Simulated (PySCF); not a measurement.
How methods differ on the excitation energy of Co

Co [Ar] 3d7 4s2 (4F) → Co [Ar] 3d6 4s2 4p1 (high-spin determinant), as a difference of total energies. All numbers are calculated (PySCF 2.14, scalar relativity by spin-free X2C-1e, in x2c-TZVPPall (6s5p4d2f1g, 64 functions)). Correlated levels: valence: [Ar] frozen; valence and next inner shell: [Ne] frozen. The calculations carry no spin-orbit coupling.

| method | excitation energy (eV) |
| --- | --- |
| UHF | 5.272 |
| LDA | 7.774 |
| PBE | 7.650 |
| PBE0 | 7.132 |
| r2SCAN | 7.317 |
| MN15 | 7.241 |
| CAM-B3LYP | 7.317 |
| r2SCAN0 | 6.939 |
| BLYP | 7.862 |
| MP2 (valence) | 6.627 |
| SCS-MP2 (valence) | 6.757 |
| MP2 (valence and next inner shell) | 6.836 |
| SCS-MP2 (valence and next inner shell) | 6.839 |

Problem. How much does correlation contribute at MP2 (valence and next inner shell)?

Solution. 6.836 − (5.272) = 1.564 eV, measured against UHF.

A first-order spin-orbit estimate (lowest level to lowest level, LS coupling) adds 0.052 eV.

The basis was made for the ground configuration and has no added diffuse functions, so the excitation energy can come out too high.

The determinant of the upper state mixes LS terms, which raises its energy above the lowest term, most at the Hartree-Fock and MP2 levels.
